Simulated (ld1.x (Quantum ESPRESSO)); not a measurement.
## What the settings do to the TM potential of mercury

Base potential:

```json
{
 "Element": "Hg",
 "Generator": "ld1.x (Quantum ESPRESSO) 7.5",
 "Type": "norm-conserving Troullier–Martins (Kleinman–Bylander form)",
 "Functional": "LDA (PZ)",
 "Relativity": "scalar-relativistic",
 "Frozen core": "[Xe] 4f14",
 "Valence charge": "12",
 "Reference configuration": "5d10 6s1.75 6p0.25",
 "Partial waves": "6s (bound): rc 1.85 bohr; 6p (bound): rc 2.65 bohr; 5d (bound): rc 1.85 bohr",
 "Local potential": "all-electron potential smoothed inside 1.60 bohr (lloc = -2)",
 "Core correction": "none"
}
```

All-electron outer shells of the reference configuration (LDA (PZ), scalar-relativistic, ld1.x):

| shell | level (eV) | outermost node (bohr) | outermost maximum (bohr) |
| --- | --- | --- | --- |
| 4f | -96.93 | – | 0.37 |
| 5p | -67.36 | 0.51 | 0.92 |
| 5d | -10.64 | 0.55 | 1.17 |
| 6s | -7.57 | 1.08 | 2.18 |
| 6p | -1.53 | 1.27 | 3.22 |

Cutoffs, loose and tight: the cutoffs (Ry, on a coarse ladder) from which the occupation-weighted sum of valence levels, in a spherical-Bessel basis at the reference potential, stays within 10 and 1 mRy of its value at 400 Ry. They do not see the model core or the augmentation charge, which bear on the density cutoff. Test errors are all-electron minus pseudo excitation energies from the reference, over the configurations 5d10 6s2 6p0; 5d10 6s1 6p0; 5d10 6s0 6p0; 5d9 6s0 6p0; 5d9 6s2 6p0; 5d9 6s2 6p1; 5d10 6s1.5 6p0 (two spin-polarised tests are not counted in the largest error). A dash means not determined; rows that change the core or the reference have their own tests. The largest error is taken over the tests solved by every variant that gives reliable tests at all: 5d10 6s0 6p0; 5d10 6s1 6p0; 5d10 6s1.5 6p0; 5d10 6s2 6p0; 5d9 6s0 6p0.

A true bound ghost makes a file unfit for plane-wave use even where its test errors are small: the radial tests pick states by their node count and pass the ghost by. Where a test does run into it, the solver fails or the error is huge.

```tsv
change	outcome	cutoff, loose	cutoff, tight	bound ghosts	largest test error (meV)
base	generated	50 Ry	80 Ry	s	+22
wave 6p (bound): rc 2.65 bohr becomes 6p (bound): rc 1.80 bohr	generated	50 Ry	80 Ry	s	+18
wave 6p (bound): rc 2.65 bohr becomes 6p (bound): rc 2.04 bohr	generated	50 Ry	80 Ry	s	+19
wave 6p (bound): rc 2.65 bohr becomes 6p (bound): rc 2.46 bohr	generated	50 Ry	70 Ry	s	+22
wave 6p (bound): rc 2.65 bohr becomes 6p (bound): rc 2.88 bohr	generated	50 Ry	80 Ry	s	+22
wave 6p (bound): rc 2.65 bohr becomes 6p (bound): rc 3.24 bohr	generated	50 Ry	70 Ry	s	+20
wave 6p (bound): rc 2.65 bohr becomes 6p (bound): rc 3.84 bohr	generated	50 Ry	80 Ry	s	+11
```

(1) What comes out with this change to the base: wave 6p (bound): rc 2.65 bohr becomes 6p (bound): rc 3.62 bohr?

Answers

(1) outcome: generated; cutoff, loose: 50 Ry; cutoff, tight: 80 Ry; bound ghosts: s; largest test error (meV): +14.

Reading the sweep of the p radius (base included, trends over the rows without a ghost): Bound ghosts are found at 1.8, 2.04, 2.46, 2.65, 2.88, 3.24, 3.62, 3.84 bohr. Every judged row has one, so this setting neither creates nor removes them.
